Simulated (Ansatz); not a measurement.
Reaction (cleavage of the Si–Ge bond): `[OH][GeH2][SiH2]S` + `N[SiH3]` → `[SiH3]N[SiH2]S` + `[OH][GeH3]`

Computed with Ansatz on PBE0-D4/def2-TZVP structures; ΔE is electronic, products minus reactants. CCSD(T)/CBS adds triple-zeta CCSD(T) − MP2 to the extrapolated MP2 energy (def2 sets, frozen cores). This one scheme is used for every species. For Ge outer-core shells are correlated without core-valence functions, which leaves a few kJ/mol of doubt a bond. Scalar relativity is left out up to krypton. Each species was taken in one conformer, which may not be the lowest.

```json
{"level": "SCS-MP2/def2-QZVPP", "ΔE (kJ/mol)": "-60.7"}
{"level": "CCSD/CBS(def2)", "ΔE (kJ/mol)": "-53.6"}
```

Q: What does CCSD(T)/CBS give? (Best estimate.)

A: The calculation gave: -51.8 kJ/mol. The listed levels differ from it by -8.9, -1.8 kJ/mol.

Largest T1 diagnostic among the species: 0.012.

From PBE to PBE0 (25 % exact exchange), in def2-TZVPP and without D4, ΔE moves by −6.0 kJ/mol. In def2-TZVPP, CCSD(T) changes the Hartree–Fock value by +15.6 kJ/mol (the triples alone add +1.8 kJ/mol) and MP2 by +11.9 kJ/mol.
